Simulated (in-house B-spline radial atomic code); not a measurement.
## Ionising Sn V (Sn4+) with different functionals

Computed with an all-electron radial atomic-structure program (B-spline basis): non-relativistic Hamiltonian, point nucleus, spin-polarised at highest spin, spherical fractional occupations for the functionals, and exact exchange of hybrids averaged over the configuration. The ionisation energy is the difference of two self-consistent energies, [Kr] 4d10 → [Kr] 4d9, without Breit or QED terms; ε is the level of the shell that loses the electron (its least bound occupied spin orbital). There is no spin-orbit coupling in this Hamiltonian.

```csv
method,rung,ΔSCF (eV),-ε(4d) (eV)
PBE0,global hybrid,?,?
B3LYP,global hybrid,77.70,70.70
TPSSh,global hybrid,77.63,69.55
M06-2X,global hybrid,77.43,74.08
BHandHLYP,global hybrid,77.57,73.86
r2SCAN0,global hybrid,78.05,71.65
B97-1,global hybrid,77.58,70.66
HSE06,range-separated hybrid,77.66,70.79
wB97X,range-separated hybrid,77.40,73.52
CAM-B3LYP,range-separated hybrid,?,?
LC-wPBE,range-separated hybrid,77.58,73.78
```

**Question.** What does PBE0 give?

**Answer.** ΔSCF 77.69 eV, and -ε(4d) = 71.23 eV.

**Question.** What does CAM-B3LYP give?

**Answer.** ΔSCF 77.64 eV, and -ε(4d) = 72.66 eV.

**Question.** Among the functionals, which spreads more, the ΔSCF values or the orbital energies?

**Answer.** The orbital energies: ΔSCF values span about 0.65 eV and the orbital energies 4.53 eV; here energy differences depend much less on the functional than eigenvalues do.

**Question.** How do they compare with the NIST value?

**Answer.** NIST lists 77.03 eV ± 0.04 (measured, ground level to ground level). Errors run from +0.37 to +1.02 eV; wB97X is closest (+0.37 eV), though others lie within the uncertainty of it, and part of that can be cancellation, since the calculations leave out relativity, Breit-QED terms, multiplet and fine-structure energies.
